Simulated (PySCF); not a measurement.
Unknown compound

Molecular formula: C₆H₁₁FOSi. Simulated spectra:

¹H NMR (400 MHz, computed): δ 10.42 (s, 1H), 5.11 (m, 2H), 2.41 (s, 3H), 2.18 (s, 3H), 1.93 (m, 2H).

¹³C{¹H} NMR (computed): δ 191.8 (CH), 164.3 (C), 138.5 (C), 26.2 (CH3), 21.8 (CH3), 19.9 (CH2).

Non-relativistic, one averaged value for each set of equivalent atoms, no solvent model, one conformer. Shieldings: GIAO PBE0/pcSseg-1; structure optimised with GFN2-xTB; PySCF 2.14.

Referencing at the same level of theory: TMS for ¹H, ¹³C.

**Question.** Propose a structure and justify it.

**Answer.** 
1. Rings plus π bonds: 2 (no ring in the answer).
2. 6 carbon signals for 6 carbons: no two carbons are equivalent.
3. Carbon types of the structure: 2 × C, 1 × CH, 1 × CH2, 2 × CH3, leaving 2 H on heteroatoms.
4. δC 191.8: aldehyde carbonyl carbon; the double bond to the heteroatom, with no lone-pair donor beside it, deshields it most.
5. δC 164.3: β carbon of a C=C–C=O unit; conjugation with the carbonyl draws π density from the β position.
6. δC 138.5: α carbon of a C=C–C=O unit; the olefinic region.
7. δC 26.2, 21.8: allylic methyl carbon; saturated and bonded to C and H only.
8. δH 10.42: hydrogen on an aldehyde carbonyl carbon; the formyl region, downfield of aromatic protons.
9. δH 2.41, 2.18: hydrogen on an allylic methyl carbon; allylic position.
10. δH 1.93: hydrogen on an allylic sp3 CH2 bonded to Si; allylic position.

The compound is `CC(C)=C(C=O)C[SiH2]F`.

This is the structure that produced the data.

Splittings by ¹⁹F in the carbon and heteronuclear signals aren't shown, as no couplings were computed. Shifts are as computed. Against solution values, carbons near 30 ppm lie about +3 ppm off and those near 130 ppm about +5 ppm. Of 1309 compounds with measured shifts, 239 miss one by over three times the rms of a fit or turn the order of signals round; such compounds aren't used in these exercises. Multiplicities follow the n + 1 count of equivalent neighbours, as no J values were calculated; m marks all less simple cases, F and P coupling included.
